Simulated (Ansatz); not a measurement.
## Redistribution: SiHI3 + SiH3I → SiI4 + SiH4

Species: SiHI3 (triiodosilane) `I[SiH](I)I`, singlet; SiH3I `[SiH3]I`, singlet; SiI4 `I[Si](I)(I)I`, singlet; SiH4 `[SiH4]`, singlet. The partners trade H for I; both sit on Si, so the bond types are kept.

Shapes, held fixed at every level: PBE0-D4/def2-TZVP. Programs: Ansatz 0.2.0. The zero-point and thermal change to 298 K, harmonic and unscaled (PBE0-D4/def2-TZVP), is -1.0 kJ/mol.

**The experiment to reproduce.** Tabulated heats of formation (NIST-JANAF tables): SiHI3 -74.5; SiH3I -2.1; SiI4 -110.5; SiH4 +34.3 kJ/mol, which give ΔH(298 K) = +0.4 kJ/mol.

```csv
level,kind,ΔH (kJ/mol),computed − measured
HF/def2-SVP,Hartree–Fock,+24.6,+24.1
BHLYP-D4/def2-TZVPP,global hybrid,-2.1,-2.5
wB97M-V/def2-TZVPP,range-separated hybrid,+3.1,+2.7
MP2/def2-SVP,perturbation theory,-2.2,-2.6
MP2/def2-TZVPP,perturbation theory,-7.3,-7.7
CCSD(T)/def2-SVP,coupled cluster or CI,+4.1,+3.6
CCSD/def2-SVP,coupled cluster or CI,+7.4,+7.0
CCSD(T)/def2-TZVPP,coupled cluster or CI,+3.1,+2.7
```

Nearest: BHLYP-D4/def2-TZVPP (-2.5); farthest: HF/def2-SVP (+24.1). 7 of 8 levels lie within 10 kJ/mol. The heats of SiI4 come from older tables and can be uncertain by 10 kJ/mol or more. The tabulated values of SiHI3, SiH3I are in doubt (older tables, estimates, or at odds with other calculations) and kept here. For atoms past krypton def2 sets carry core potentials with scalar relativity. Outer-core shells of I are correlated in most correlated rows, in sets that cover them unevenly.
